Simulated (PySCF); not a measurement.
A GIAO shielding run with PySCF 2.14.0 with density-fitted response routines (density fitting, non-relativistic, gas phase) on `O(C)[SiH2][SiH2][SiH2]O[SiH3]`, CH$_{12}$O$_{2}$Si$_{4}$:

```
$ OMP_NUM_THREADS=1 python probes_run.py task.json out

{"job": {"kind": "nmr", "xc": "PBE0", "basis": "pcSseg-1"}, "charge": 0, "multiplicity": 1}
C     -3.090886     0.926285     0.137248
O     -2.922045    -0.425324     0.411195
Si    -2.161964    -1.543753    -0.502968
Si     0.025771    -0.897186    -0.880573
Si     0.960700     0.331757     0.844822
O      2.520752     0.646249     0.510491
Si     3.982486     0.613395    -0.172813
H     -3.759689     1.066818    -0.716655
H     -2.133229     1.408361    -0.085840
H     -3.532337     1.400232     1.015160
H     -2.926092    -1.758964    -1.743963
H     -2.393673    -2.680783     0.380366
H      0.818162    -2.104334    -1.191109
H      0.122405    -0.133942    -2.148060
H      0.394073     1.674109     1.044137
H      0.993897    -0.342801     2.147958
H      4.693569    -0.531580     0.392940
H      4.601795     1.887532     0.182317
H      3.796501     0.473181    -1.616952
```

Hardware: 1 thread of an Arm Neoverse N1, shared host. The job also computes population analyses, field gradients.

Question: How large is the calculation?

Answer: 90 electrons, 207 basis functions and 1173 auxiliary functions.

Question: How long does it take, and how much memory does it need?

Answer: 87 s of wall time, with 13 SCF cycles and 4 response iterations; peak memory 0.93 GiB. Times on a shared host scatter by some tens of per cent.
